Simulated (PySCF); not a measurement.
This script is equivalent to a calculation on Si⁺ (silicon, charge +1).

```python
from pyscf import gto, scf, dft, mp, cc
import basis_set_exchange as bse
mol = gto.M(atom="Si 0 0 0", charge=1, spin=1, symmetry="D2h",
            basis=gto.basis.parse(bse.get_basis("aug-cc-pV(T+d)Z", elements=["Si"], fmt="nwchem")))
mf = dft.UKS(mol, xc="M06L")
mf.irrep_nelec = {'Ag': (3, 3), 'B1u': (1, 1), 'B2u': (2, 1), 'B3u': (1, 1)}
mf.kernel()
```

(1) What total energy does it give?

(2) Which occupied shell lies highest, and where?

(3) What is ⟨S²⟩, and what would a pure spin state give?

## Answers

(1) -289.066 hartree (calculated).

(2) 3p α, at -12.223 eV.

(3) 0.755, against 0.75.
